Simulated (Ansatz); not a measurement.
Cost and result up the ladder for SnH3(NHEt) (C₂H₉NSn) (13 atoms). Charge 0, multiplicity 1. Geometry: PBE-D4/def2-SVP.

```xyz
13

Sn   -0.2196    1.4472   -1.4518
H    -1.6048    2.0856   -2.2620
H     0.4328    2.6499   -0.3716
H     1.0086    0.9352   -2.5534
N    -0.8806   -0.3067   -0.5689
C     0.0536   -1.1456    0.1734
C     0.5171   -0.6144    1.5350
H    -1.7429   -0.1519   -0.0302
H    -0.4122   -2.1495    0.3184
H     0.9420   -1.3300   -0.4720
H     1.0529    0.3532    1.4319
H     1.2014   -1.3282    2.0405
H    -0.3482   -0.4447    2.2107
```

Ansatz on 4 threads of Arm Neoverse V2 on a shared host. Times are rough, and most runs start from the orbitals of an earlier one. r2SCAN0-D4/def2-TZVP serves as the yardstick here, not as an exact answer. Differences are given only for rows in sets of like size (and for xTB, whose basis is part of the method), since another set adds its own error. Binding counts from free atoms at the same level (Sn triplet, H doublet, N quartet, C triplet; other spins of the atoms weren't run), without zero-point energy or a counterpoise term.

In the def2 sets Sn takes a core potential; there is no spin–orbit coupling. LC-ωPBE has ω = 0.4 bohr⁻¹. B3LYP takes the VWN-RPA correlation. HSE06 is defined as in plane-wave codes, on full-range PBE exchange. Correlated methods freeze 7 core orbitals; core or outer-core shells of Sn are correlated, in sets that lack core-valence functions.

Correlated methods converge slowly with the basis.

```tsv
level	functions	wall time	binding energy per atom (eV)	difference from r2SCAN0-D4/def2-TZVP (eV)
PBE-D4/def2-SVP	113	0.9 s	3.45	–
PBE0-D4/def2-SVP	113	0.95 s	3.41	–
PBE-D4/def2-TZVP	197	1.4 s	3.44	0.09
B3LYP-D4/def2-TZVP	197	1.8 s	3.41	0.06
LC-ωPBE/def2-TZVP	197	1.8 s	3.38	0.03
PBE0-D4/def2-TZVP	197	1.9 s	3.39	0.04
BHLYP-D4/def2-TZVP	197	1.9 s	3.32	-0.03
HSE06-D4/def2-TZVP	197	2 s	3.40	0.05
r2SCAN0-D4/def2-TZVP	197	3 s	3.35	0.00
r2SCAN-D4/def2-TZVP (with forces)	197	3.1 s	3.39	0.04
CCSD(T)/def2-TZVP	197	67 s	3.27	-0.08
```
